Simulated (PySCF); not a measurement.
## Correlation energy of Cl²⁺ (chlorine, charge +2)

[Ne] 3s1 3p4, 3s spin antiparallel (an excited configuration). Calculation: PySCF 2.14, in dyall-av2z; no relativity, point nucleus. Frozen: [Ne]; 5 electrons correlated; the 12 highest virtual orbitals of each spin left out.

MP2 pair energies summed by pair of shells (mhartree):

| pair | energy | share (%) |
| --- | --- | --- |
| 3s-3p | -76.36 | 51.0 |
| 3p-3p | -73.42 | 49.0 |

Total MP2 correlation energy: -149.78 mhartree.

Same-spin part -22.42 and opposite-spin part -127.36 mhartree; SCS-MP2 scales them by 1/3 and 6/5 to -160.30 mhartree.
